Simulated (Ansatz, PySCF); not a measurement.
System: prop-2-enylsilane, C$_{3}$H$_{8}$Si, net charge 0, singlet state. SMILES: [SiH3]CC=C
Geometry from a B3LYP-D3(BJ)/def2-TZVP (Ansatz, a first-principles code) optimisation:
```xyz
12

C     -2.1517     0.1281     0.6809
C     -1.0138    -0.5534     0.6094
C     -0.1038    -0.6009    -0.5756
Si     1.4535     0.4382    -0.3041
H     -2.7469     0.1415     1.5844
H     -2.5278     0.6958    -0.1630
H     -0.6780    -1.1031     1.4849
H      0.2133    -1.6284    -0.7800
H     -0.6106    -0.2323    -1.4713
H      1.0901     1.8687    -0.1801
H      2.1380     0.0087     0.9393
H      2.3892     0.2719    -1.4439
```
Charge 0, spin multiplicity 1.

M06-2X/6-31G* (5d) beside other levels, property by property. Terms: no spin-orbit coupling; open shells spin-unrestricted; 6-311+G** with 5d, 6d on Na to Ar in Ansatz; each state is the SCF solution reached for its charge and spin; non-relativistic; 6-31G* and kin with 6d, 5d where marked; atomisation electronic, to ground-state atoms; frozen cores in correlated levels; no dispersion term unless named. CBS marks a two-point X^-3 extrapolation of the correlation energy; Hartree-Fock from the larger set. The bracket is a focal-point correction in the basis named. Ab initio and DFT rows: single points at B3LYP-D3(BJ) geometries (Ansatz), with unscaled harmonic terms from B3LYP/6-31G* (Ansatz) at its own minima, enthalpies of formation by atomisation with measured atoms. Sets without +, aug- or the D of def2-TZVPD hold no diffuse functions, which anions need. Levels can end on unlike triplets.

Coupled cluster (Ansatz) is a level with limits of its own, used here on species with T1 under 0.025 (0.045 for open shells) and stable references: (a) RI-MP2/CBS(aug-cc-pV(T+d)Z,aug-cc-pV(Q+d)Z)+[CCSD(T)-MP2]/aug-cc-pV(T+d)Z; (b) CCSD(T)/CBS(aug-cc-pV(T+d)Z,aug-cc-pV(Q+d)Z).

```csv
property,M06-2X/6-31G* (5d) (PySCF),B3LYP/6-31G* (Ansatz),B3LYP/6-311+G** (Ansatz),B3LYP/def2-TZVPD (Ansatz),to compare with
vertical ionisation energy to the doublet (eV),9.25,9.09,9.29,9.27,9.62 coupled cluster (a)
"deprotonation enthalpy (C-H bond) at 298 K, to C=C[CH-][SiH3] + H+ (kcal/mol)",379.6,381.0,370.1,369.3,371.4 coupled cluster (b)
"vertical triplet-singlet gap, E(triplet) - E(singlet) (eV)",4.55,4.39,4.30,4.29,4.51 coupled cluster (a)
"deprotonation enthalpy (C-H bond) at 298 K, to C=[C-]C[SiH3] + H+ (kcal/mol)",410.5,412.9,397.3,397.6,397.3 coupled cluster (b)
enthalpy of formation at 298 K (kcal/mol),19.5,25.8,29.3,22.4,15.9 coupled cluster (b)
atomisation energy (kcal/mol),1064.8,1058.5,1055.0,1061.9,1068.4 coupled cluster (b)
"deprotonation enthalpy (C-H bond) at 298 K, to [CH-]=CC[SiH3] + H+ (kcal/mol)",415.8,418.1,400.3,401.0,400.6 coupled cluster (b)
```

As the rows show:
- vertical ionisation energy to the doublet: M06-2X/6-31G* (5d) lies 0.37 eV below coupled cluster.
- deprotonation enthalpy (C-H bond) at 298 K, to C=C[CH-][SiH3] + H+: M06-2X/6-31G* (5d) lies 8.2 kcal/mol above coupled cluster.
- vertical triplet-singlet gap, E(triplet) - E(singlet): M06-2X/6-31G* (5d) lies 0.04 eV above coupled cluster.
- deprotonation enthalpy (C-H bond) at 298 K, to C=[C-]C[SiH3] + H+: M06-2X/6-31G* (5d) lies 13.2 kcal/mol above coupled cluster.
- enthalpy of formation at 298 K: M06-2X/6-31G* (5d) lies 3.6 kcal/mol above coupled cluster.
- atomisation energy: M06-2X/6-31G* (5d) lies 3.6 kcal/mol below coupled cluster.
- deprotonation enthalpy (C-H bond) at 298 K, to [CH-]=CC[SiH3] + H+: M06-2X/6-31G* (5d) lies 15.2 kcal/mol above coupled cluster.

The properties are those with a value to compare with, at most eight drawn at random. No case is left out for the size of its miss. Left out are saddle points of the reference geometry, anions that the best level run finds unbound, excited spin states, species near biochemistry, 298 K rows of species without real B3LYP wavenumbers, cases with under five habitual levels, runs that failed or that the program found above a lower state of the same kind, table entries that another table contradicts, and a share of species set aside by lot.
